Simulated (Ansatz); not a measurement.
A made-up structure of SnNH4, doublet:

| atom | x (Å) | y (Å) | z (Å) |
| --- | --- | --- | --- |
| N1 | -0.0546 | -1.5271 | 0.4688 |
| Sn2 | -0.1585 | 0.4116 | -0.2373 |
| H3 | 0.7949 | -1.6057 | 1.0414 |
| H4 | -0.6577 | -2.3368 | 0.6140 |
| H5 | 1.2159 | 0.7277 | -1.2030 |
| H6 | -0.2113 | 1.4908 | 1.0874 |

It is relaxed with PBE-D4/def2-SVP and then PBE0-D4/def2-TZVP (Ansatz 0.2.0). Atoms count as bonded within 1.22 times the sum of their covalent radii (H–H: 0.88 Å). The end point is not checked to be a true minimum.

(1) Does its bonding change? (A judgement: the text doesn't fix the answer.)

## Answers

(1) The calculation gives: No: no bond forms or breaks.

Where it ends: The first stage lowers the energy by 0.56 eV in 18 steps. It ends as SnNH₄ ([NH2][SnH2]):
N1  (0.217, -1.409, 0.711)
Sn2  (-0.116, 0.310, -0.330)
H3  (0.663, -2.151, 0.188)
H4  (-0.592, -1.794, 1.180)
H5  (1.461, 0.794, -0.845)
H6  (-0.704, 1.410, 0.866)
(Å)

Labels in which every atom is bracketed show which atoms are joined, not bond orders.

For scale, one of the runs: PBE0-D4/def2-TZVP relaxation, 105 basis functions, launched by `ansatz run in.yaml --threads 2 --pin off --events-out ev --progress --plain --max-ram 4352MiB`. The run took about 19 s on 2 CPU threads of an Arm Neoverse V2 (shared host).
